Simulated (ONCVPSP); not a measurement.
Ba (Z = 56) ONCV: all-electron and pseudo phase curves

```
Element                 : Ba (Z = 56)
Generator               : ONCVPSP 4.0.1
Type                    : optimised norm-conserving Vanderbilt (ONCV)
Functional              : PBEsol
Relativity              : scalar-relativistic
Frozen core             : [Kr] 4d10
Valence charge          : 10
Reference configuration : 5s2 5p6 6s2
Partial waves           : 5s+6s: rc 2.95 bohr, ncon 3, nbas 7, qcut 4 1/bohr, 2 projectors; 5p: rc 2.05 bohr, ncon 3, nbas 6, qcut 3.6 1/bohr, 2 projectors, debl 2.8 Ha; d scattering state at 0.04 Ha: rc 2.30 bohr, ncon 4, nbas 7, qcut 4.3 1/bohr, 2 projectors, debl 1.2 Ha
Local potential         : polynomial inside 1.70 bohr (lpopt 3, dvloc0 0 Ha)
Core correction         : Teter function, fcfact 3.75, rcfact 1.25
```

In the d channel the program set the typed energies aside and used 0.050, 1.250 Ha.

The phase is arctan(r·R′/R) of the radial function R(r), unwrapped; energies in Ha, scanned from -3 to 5 Ha. A pole is an energy at which the radial function vanishes at the test radius. The pseudo phase is shifted by a multiple of π to meet the all-electron one at the reference energy, and phase errors are pseudo minus all-electron; the curves can meet again beyond the range given. Levels narrower than the energy grid can be missing from the lists of poles.

| channel | radius (bohr) | reference energy (Ha) | poles, all-electron | poles, pseudo | unbroken range about the reference energy with phases within 0.05 rad | phase error 1 Ha above the reference energy (rad) |
| --- | --- | --- | --- | --- | --- | --- |
| s | 3.00 | -0.12 | -1.17, 1.66 | -1.17, 1.41, 2.25 | below 1.4 | -0.010 |
| p | 2.08 | -0.69 | 0.53 | 0.53 | below 3.2 | -0.000 |
| d | 2.33 | 0.05 | 1.35 | 1.35 | below 2.9 | -0.000 |

Note: no bound ghost flagged; GHOST(+) flagged for s at 47.0 eV.

Phases in the s channel:

```csv
E (Ha),all-electron,pseudo
-2.98,1.391,1.391
-2.54,1.366,1.366
-2.10,1.324,1.324
-1.66,1.217,1.216
-1.22,-1.443,-1.443
-0.78,-1.844,-1.844
-0.34,-2.125,-2.125
0.10,-3.316,-3.317
0.54,-4.349,-4.355
0.98,-4.576,-4.588
1.42,-4.674,-4.716
1.86,-4.742,-7.651
2.30,-4.811,-7.863
2.74,-4.922,-7.938
3.18,-5.305,-8.041
3.62,-7.204,-8.391
4.06,-7.630,-10.372
4.50,-7.737,-10.792
4.94,-7.790,-10.894
```
